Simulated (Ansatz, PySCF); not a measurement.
Process, species as SMILES: ClC(Cl)Cl [chloroform] → Cl[CH]Cl + Cl atom (the C-Cl bond at the site shown breaks; other sites are not compared here)
Each molecule is optimised on its own at B3LYP-D3(BJ)/def2-TZVP (Ansatz, a first-principles code).
Geometry of the first species:
```
C
H 1 1.0815
Cl 1 1.7758 2 107.69
Cl 1 1.7758 2 107.69 3 120.00
Cl 1 1.7758 2 107.69 3 -120.00
```

Quantity: bond dissociation energy (enthalpy at 298 K, with B3LYP-D3(BJ) rigid-rotor harmonic-oscillator terms from PySCF), in kcal/mol. Correlated levels leave the core frozen unless marked. Open shells are spin-unrestricted. Spin-orbit coupling is left out. No relativistic terms. Basis-set limits of correlation are two-point, X^-3; Hartree-Fock from the larger set. [CCSD(T)-MP2]/basis is that difference in the basis named.

```tsv
level	program	bond dissociation energy (kcal/mol)
HSE06/def2-TZVPD	Ansatz	71.4
B2PLYP-D4/def2-TZVPD	Ansatz + dftd4	71.4
SCS-MP2/aug-cc-pV(D+d)Z	Ansatz	74.4
CCSD/6-31G	Ansatz	___
RI-MP2/CBS(aug-cc-pV(T+d)Z,aug-cc-pV(Q+d)Z)+[CCSD(T)-MP2]/aug-cc-pV(T+d)Z	Ansatz	75.5
```

Complete the blanks.


- CCSD/6-31G, bond dissociation energy (kcal/mol): 52.2
